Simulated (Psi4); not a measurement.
O, charge -1, doublet (a gas-phase anion, which may not be bound at this level); PBE0/STO-3G (Psi4).

The Psi4 input:
```
memory 2 GB

molecule {
-1 2
  O     0.00000000    0.00000000    0.00000000
}

set basis sto-3g
set reference uks
set df_basis_scf def2-universal-jkfit

energy('pbe0')
print_variables()
```

Problem. Write the output that Psi4 gives for this input, abridged.

Solution. 
```
   => Loading Basis Set <=

    Name: STO-3G
    Role: ORBITAL
    Keyword: BASIS

         ---------------------------------------------------------
                                   SCF
               by Justin Turney, Rob Parrish, Andy Simmonett
                          and Daniel G. A. Smith
                              UKS Reference
         ---------------------------------------------------------

  ==> Geometry <==

    Molecular point group: d2h
    Geometry (in Angstrom), charge = -1, multiplicity = 2:

       Center              X                  Y                   Z               Mass
    ------------   -----------------  -----------------  -----------------  -----------------
         O            0.000000000000     0.000000000000     0.000000000000    15.994914619570

  Running in d2h symmetry.

  Rotational constants: A = ************  B = ************  C = ************ [cm^-1]
  Rotational constants: A = ************  B = ************  C = ************ [MHz]
  Nuclear repulsion =    0.000000000000000

  Charge       = -1
  Multiplicity = 2
  Electrons    = 9
  Nalpha       = 5
  Nbeta        = 4

  ==> Algorithm <==

  SCF Algorithm Type is DF.
  DIIS enabled.
  MOM disabled.
  Fractional occupation disabled.
  Guess Type is CORE.
  Energy threshold   = 1.00e-06
  Density threshold  = 1.00e-06
  Integral threshold = 1.00e-12

  ==> Primary Basis <==

  Basis Set: STO-3G
    Blend: STO-3G
    Number of shells: 3
    Number of basis functions: 5
    Number of Cartesian functions: 5
    Spherical Harmonics?: true
    Max angular momentum: 1

  ==> DFT Potential <==

   => LibXC <=

    Version 7.1.2
    S. Lehtola, C. Steigemann, M. J. T. Oliveira, and M. A. L. Marques,  SoftwareX 7, 1–5 (2018) (10.1016/j.softx.2017.11.002)

   => Composite Functional: PBE0 <=

    PBE0 Hyb-GGA Exchange-Correlation Functional

    C. Adamo and V. Barone,  J. Chem. Phys. 110, 6158 (1999) (10.1063/1.478522)
    M. Ernzerhof and G. E. Scuseria,  J. Chem. Phys. 110, 5029 (1999) (10.1063/1.478401)

    Deriv               =              1
    GGA                 =           TRUE
    Meta                =          FALSE

    Exchange Hybrid     =           TRUE
    MP2 Hybrid          =          FALSE

   => Exchange Functionals <=

    0.7500   Perdew, Burke & Ernzerhof

   => Exact (HF) Exchange <=

    0.2500               HF

   => Correlation Functionals <=

    1.0000   Perdew, Burke & Ernzerhof

   => LibXC Density Thresholds  <==

    XC_HYB_GGA_XC_PBEH:  1.00E-15

   => Molecular Quadrature <=

    Radial Scheme          =       TREUTLER
    Pruning Scheme         =           NONE
    Nuclear Scheme         =       TREUTLER

    Blocking Scheme        =         OCTREE
    BS radius alpha        =              1
    Pruning alpha          =              1
    Radial Points          =             75
    Spherical Points       =            302
    Total Points           =          19932
    Total Blocks           =            200
    Max Points             =            252
    Max Functions          =              5
    Weights Tolerance      =       1.00E-15

   => Loading Basis Set <=

    Name: DEF2-UNIVERSAL-JKFIT
    Role: JKFIT
    Keyword: DF_BASIS_SCF

  ==> Integral Setup <==

  SCF_SUBTYPE=INCORE selected. In-core MEM_DF algorithm will be used.
  Using in-core AOs.

  ==> MemDFJK: Density-Fitted J/K Matrices <==

    J tasked:                   Yes
    K tasked:                   Yes
    wK tasked:                   No
    Algorithm:                 Core
    Schwarz Cutoff:           1E-12
    Mask sparsity (%):       0.0000
    Fitting Condition:        1E-10

   => Auxiliary Basis Set <=

  Basis Set: DEF2-UNIVERSAL-JKFIT
    Blend: DEF2-UNIVERSAL-JKFIT
    Number of shells: 25
    Number of basis functions: 77
    Number of Cartesian functions: 93
    Spherical Harmonics?: true
    Max angular momentum: 4

  Minimum eigenvalue in the overlap matrix is 7.6329606349E-01.
  Reciprocal condition number of the overlap matrix is 6.1720193569E-01.
    Using symmetric orthogonalization.

  ==> Pre-Iterations <==

  SCF Guess: Core (One-Electron) Hamiltonian.

   -------------------------------------------------------
    Irrep   Nso     Nmo     Nalpha   Nbeta   Ndocc  Nsocc
   -------------------------------------------------------
     Ag         2       2       2       2       2       0
     B1g        0       0       0       0       0       0
     B2g        0       0       0       0       0       0
     B3g        0       0       0       0       0       0
     Au         0       0       0       0       0       0
     B1u        1       1       1       1       1       0
     B2u        1       1       1       1       1       0
     B3u        1       1       1       0       0       1
   -------------------------------------------------------
    Total       5       5       5       4       4       1
   -------------------------------------------------------

  ==> Iterations <==

                           Total Energy        Delta E     RMS |[F,P]|

   @DF-UKS iter   1:   -73.64883789592785   -7.36488e+01   3.45519e-16 DIIS
   @DF-UKS iter   2:   -73.64883789592784    1.42109e-14   4.88638e-16 DIIS
  Energy and wave function converged.

  ==> Post-Iterations <==

   Electrons on quadrature grid:
      Nalpha   =    5.0000000000 ; deviation = -4.019e-12
      Nbeta    =    4.0000000000 ; deviation = -4.015e-12
      Ntotal   =    9.0000000000 ; deviation = -8.034e-12

   @Spin Contamination Metric:  -1.776356839E-15
   @S^2 Expected:                7.500000000E-01
   @S^2 Observed:                7.500000000E-01
   @S   Expected:                5.000000000E-01
   @S   Observed:                5.000000000E-01

    Orbital Energies [Eh]
    ---------------------

    Alpha Occupied:

[...]
    Alpha Virtual:

    Beta Occupied:

[...]
       1B1u    0.606295

    Beta Virtual:

       1B3u    0.803815

    Final Occupation by Irrep:
             Ag   B1g   B2g   B3g    Au   B1u   B2u   B3u
    DOCC [     2,    0,    0,    0,    0,    1,    1,    0 ]
    SOCC [     0,    0,    0,    0,    0,    0,    0,    1 ]
    NA   [     2,    0,    0,    0,    0,    1,    1,    1 ]
    NB   [     2,    0,    0,    0,    0,    1,    1,    0 ]

  @DF-UKS Final Energy:   -73.64883789592784

   => Energetics <=

    Nuclear Repulsion Energy =              0.0000000000000000
    One-Electron Energy =                -109.3300789272963698
    Two-Electron Energy =                  42.7075637886630730
    DFT Exchange-Correlation Energy =      -7.0263227572945315
    Empirical Dispersion Energy =           0.0000000000000000
    VV10 Nonlocal Energy =                  0.0000000000000000
    Total Energy =                        -73.6488378959278407

  UHF NO Occupations:
  HONO-2 :    1B1u 2.0000000
  HONO-1 :    2 Ag 2.0000000
  HONO-0 :    1B3u 1.0000000

Computation Completed

Properties will be evaluated at   0.000000,   0.000000,   0.000000 [a0]

Properties computed using the SCF density matrix

 Multipole Moments:

 ------------------------------------------------------------------------------------
     Multipole            Electronic (a.u.)      Nuclear  (a.u.)        Total (a.u.)
 ------------------------------------------------------------------------------------

 L = 1.  Multiply by 2.5417464519 to convert [e a0] to [Debye]
 Dipole X            :          0.0000000            0.0000000            0.0000000
 Dipole Y            :          0.0000000            0.0000000            0.0000000
 Dipole Z            :          0.0000000            0.0000000            0.0000000
 Magnitude           :                                                    0.0000000

 ------------------------------------------------------------------------------------

  Variable Map:
  ----------------------------------------------------------------------------
[...]
  Array Variable Map:
  ----------------------------------------------------------------------------
[...]
[...]
```
